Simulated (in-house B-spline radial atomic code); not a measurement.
A calculation on Ne8+: its settings, and results tabulated from the run. Method: scalar-relativistic (X2C) Hartree-Fock with fractional occupations, spin-polarised, spherical fractional occupations, Fermi nucleus of rms radius 3.0055 fm. Calculated with a B-spline radial code for spherical atoms.

Command:
```bash
python run_scf.py task.json out
```
Settings (nuclear radius in fm, mass in u):
```
Z                10
configuration    1s2
hamiltonian      x2c
method           hf,
spin_polarised   True
nucleus          fermi
rms_radius       3.0055
atomic_mass      19.99244
speed_of_light   137.035999084
```

Output (hartree, bohr):
```
 radial grid: 61 intervals, B-splines of order 8, outer radius 3.4483 bohr

 iter        energy (Eh)    residual
    1         -93.649299    2.90e-01
    2         -93.976601    7.59e-03
    3         -93.976690    3.95e-03
    4         -93.976713    2.05e-03
    5         -93.976722    7.78e-05
    6         -93.976722    8.23e-07
    7         -93.976722    5.04e-09

 total energy                       -93.97672
 kinetic                              94.2104
 electron-nucleus                   -194.2315
 Hartree                              12.0888
 exact exchange                       -6.0444

 orbital      occ     eigenvalue          <r>       <r^2>       <1/r>       r_max
 1s up      1.000       -43.9662     0.155486   0.0324227     9.73368      0.1022
 1s down    1.000       -43.9662     0.155486   0.0324227     9.73368      0.1022
```

Run time, properties included: 0.07 s on 1 thread of x86-64 server CPU, with other jobs on the host.
